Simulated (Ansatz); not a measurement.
C2H3BO (`OC1=CB1`). Charge 0, multiplicity 1.

```xyz
7

O    -0.599   -1.581   -0.319
C    -0.142   -0.362   -0.077
C     0.828    0.216    0.656
B    -0.028    1.103   -0.144
H    -1.338   -1.519   -0.933
H     1.626   -0.033    1.340
H    -0.347    2.177   -0.524
```

Q: What are the harmonic wavenumbers in cm⁻¹ at PBE0-D4/def2-TZVP (Ansatz, finite differences of forces, unscaled)? (Estimate.)

A: Computed: 424, 438, 559, 754, 800, 880, 915, 975, 1194, 1245, 1393, 1733, 2745, 3247, 3831.

Q: Is this a minimum?

A: Yes, all 15 modes are real.

Q: Give the ideal-gas thermochemistry at 298.15 K and 1 bar (rigid rotor, harmonic oscillator; point group Cs, symmetry number 1).

A: Zero-point energy 126.4 kJ/mol; H(298) − E = 139.2 kJ/mol; entropy 268.7 J/(mol·K), of which translation 158.6, rotation 96.9, vibration 13.3; G(298) − E = 59.1 kJ/mol.
